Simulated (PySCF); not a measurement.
A structure optimised at ωB97X-D3(BJ)/def2-SVP, used in a PySCF frequency run:

```xyz
12

F      1.3859     1.5921     0.0000
C      0.1615     2.1458     0.0000
C     -0.9503     1.4170     0.0000
Si    -1.0271    -0.4563     0.0000
C      0.7086    -1.2262     0.0000
F      0.5554    -2.6102     0.0000
H      0.2213     3.2401     0.0000
H     -1.8811     1.9951     0.0000
H     -1.7663    -0.9251     1.2072
H     -1.7663    -0.9251    -1.2072
H      1.2905    -0.9266    -0.8882
H      1.2905    -0.9266     0.8882
```
Charge 0, spin multiplicity 1.

Question: Write its SMILES, formula and point group.

Answer: F/C=C\[SiH2]CF, C3H6F2Si, Cs

Question: What are its rotational constants (standard atomic weights)?

Answer: 4.7351, 1.6652, 1.2598 GHz
